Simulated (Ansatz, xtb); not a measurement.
## C4H9ClSi: 5 structures ranked

5 gas-phase structures of C4H9ClSi, from a drawn sample of its isomers (lower ones may exist). Each was relaxed with GFN2-xTB; where two conformers were screened, the lower at r2SCAN-D4/def2-SVP//GFN2-xTB is listed:

A. `C=CCC[SiH2]Cl`, a singlet
B. `C=C[Si@H](Cl)CC`, a singlet
C. `C/C=C/[Si@H](C)Cl`, a singlet
D. `Cl[C@@H]1CC[SiH2]C1`, a singlet
E. `Cl[SiH]1CCCC1`, a singlet

Q: Which do you expect lowest at r2SCAN-D4/def2-SVP//GFN2-xTB, and how would the others follow?

A: Calculated order at r2SCAN-D4/def2-SVP//GFN2-xTB: E (0.000), C (0.552), B (0.819), A (1.210), D (1.484) eV.

Energies above the lowest of each column, in eV; the last columns are at r2SCAN-D4/def2-SVP geometries and were run for some of them only (a dash: not run or not comparable):

```
structure  GFN2-xTB  HF/STO-3G  r2SCAN-D4/def2-SVP//GFN2-xTB  r2SCAN-D4/def2-SVP  CCSD(T)/def2-SVP + ΔMP2/def2-TZVPP
        E     0.000      0.000                         0.000               0.000                               0.000
        C     1.004      1.635                         0.552               0.546                               0.423
        B     1.292      1.918                         0.819               0.816                               0.663
        A     0.903      2.367                         1.210                   –                                   –
        D     1.122      1.665                         1.484                   –                                   –
```

Every level run on E puts it lowest or level with the lowest. Some further structures that were screened fall inside this span and aren't listed. Flexible structures stand in one conformer each, not always the lowest. Frequencies (GFN2-xTB) were run for B, C, E alone. ΔMP2 is the change of the MP2 energy from the smaller to the larger basis.

Over these structures GFN2-xTB departs from r2SCAN-D4/def2-SVP//GFN2-xTB by 0.329 eV on average once a common shift is removed. A GFN2-xTB relaxation took about 0.086 s and the r2SCAN-D4/def2-SVP//GFN2-xTB energy about 1.6 s on a shared host (Ansatz 0.2.0, xtb 6.7.1).
